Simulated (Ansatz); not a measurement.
Reaction (substitution at a C–C bond): `CC(C)C(C)(C)C` + `[OH][Ga]([SH])[Br]` → `C[O][Ga]([SH])[Br]` + `CCC(C)(C)C`

Gas-phase electronic energies from Ansatz, PBE0-D4/def2-TZVP geometries. CCSD(T)/CBS is the MP2 limit (def2-TZVPP, def2-QZVPP) plus CCSD(T) − MP2 in def2-TZVPP, frozen cores. DFT in def2-TZVPP. For Br, Ga outer-core shells are correlated without core-valence functions, which leaves a few kJ/mol of doubt a bond. Scalar relativity is left out up to krypton. Each species was taken in one conformer, which may not be the lowest.

| species | r2SCANh-D4 energy (Eh) |
| --- | --- |
| `CC(C)C(C)(C)C` | -276.31140 |
| `[OH][Ga]([SH])[Br]` | -4973.70585 |
| `C[O][Ga]([SH])[Br]` | -5012.98895 |
| `CCC(C)(C)C` | -237.01088 |

(1) Work out ΔE.

Largest T1 diagnostic among the species: 0.012.

Results:

(1) ΔE = (-5012.98895) + (-237.01088) − (-276.31140) − (-4973.70585) = 0.01742 Eh = +10.9 kcal/mol. CCSD(T)/CBS gives +12.2 kcal/mol.

The D4 term adds +1.5 kcal/mol with B3LYP and +0.9 kcal/mol with PBE0; it sums over pairs of atoms, weighted by their polarisabilities, and B3LYP, whose exchange is more repulsive, gets the larger term. From PBE to PBE0 (25 % exact exchange), in def2-TZVPP and without D4, ΔE moves by +0.7 kcal/mol. At CCSD(T), def2-SVP lies −2.8 kcal/mol from the extrapolated value and def2-TZVPP −0.4 kcal/mol.

B3LYP here is the variant with VWN-RPA as its local correlation; programs differ in this.
